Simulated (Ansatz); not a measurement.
C2H8S2Si can be A, `C[SiH](S)CS`, or B, `[SiH3]CCSS`.

Computed with Ansatz on PBE0-D4/def2-TZVP structures; ΔE is electronic, products minus reactants. CCSD(T)/CBS is the MP2 limit (def2-TZVPP, def2-QZVPP) plus CCSD(T) − MP2 in def2-TZVPP, frozen cores. Functionals use def2-TZVPP. Each species was taken in one conformer, which may not be the lowest.

A:

Z-matrix (Å, degrees):
```
C
Si 1 1.863
H 1 1.093 2 111.1
H 1 1.092 2 110.8 3 120.8
H 1 1.092 2 110.2 3 -119.8
S 2 2.149 1 105.4 3 62.8
C 2 1.878 1 111.9 3 -57.2
H 2 1.486 1 111.5 3 -177.9
H 6 1.343 2 94.9 1 174.3
S 7 1.815 2 111.4 1 -62.0
H 7 1.093 2 109.3 1 -177.5
H 7 1.092 2 112.8 1 63.6
H 10 1.342 7 97.3 2 63.2
```

B:

```xyz
13

Si    1.174   -1.403    0.015
C    -0.532   -0.673    0.355
C    -0.521    0.771    0.821
S     0.443    1.896   -0.226
S    -0.394    1.679   -2.072
H     1.070   -2.888    0.053
H     1.700   -1.011   -1.317
H     2.133   -0.968    1.067
H    -1.031   -1.290    1.111
H    -1.129   -0.763   -0.558
H    -1.530    1.173    0.933
H    -0.019    0.867    1.790
H    -1.365    2.610   -1.973
```

Problem. Which isomer does CCSD(T)/CBS put lower? Give the gap. (An estimate is asked.)

Solution. The calculation gave: A, by 32.6 kcal/mol.

Problem. Give E(B) − E(A) in kcal/mol with PBE0-D4, MP2/def2-TZVPP, HF/def2-TZVPP, CCSD/def2-TZVPP, r2SCAN-D4, B2PLYP, CCSD(T)/def2-TZVPP. (An estimate is asked.)

Solution. Computed: PBE0-D4 31.7, MP2/def2-TZVPP 33.7, HF/def2-TZVPP 33.6, CCSD/def2-TZVPP 33.4, r2SCAN-D4 32.7, B2PLYP 32.3, CCSD(T)/def2-TZVPP 32.9. None reverses the order clearly.

Largest T1 diagnostic: 0.011.

The D4 term adds −0.8 kcal/mol with B3LYP and −0.4 kcal/mol with PBE0; it sums over pairs of atoms, weighted by their polarisabilities, and B3LYP, whose exchange is more repulsive, gets the larger term. From PBE to PBE0 (25 % exact exchange), in def2-TZVPP and without D4, E(B) − E(A) moves by +1.5 kcal/mol.

B3LYP here is the variant with VWN-RPA as its local correlation; programs differ in this.
